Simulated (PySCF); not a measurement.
K(I) cation (IK), SMILES [K][I] (connectivity only; charge and spin as stated), charge +1, multiplicity 2.

Geometry: PBE-D3(BJ)/def2-TZVPD. The spin state was assumed, not searched. The def2 effective core potentials stand for the cores of I; spin–orbit coupling is left out.

These are PBE-D3(BJ)/def2-TZVPD (PySCF 2.14.0) values and carry that method's errors.

Frequencies are harmonic and unscaled.

**Question.** Estimate the vibrational spectrum. (Estimate from the structure and the level; the computed values follow.)

**Answer.** 
```json
[
 {"mode": "1", "ν (cm⁻¹)": "80", "IR (km/mol)": "24.3", "moving atoms (share of kinetic energy)": "K 76 %, I 24 %"}
]
```
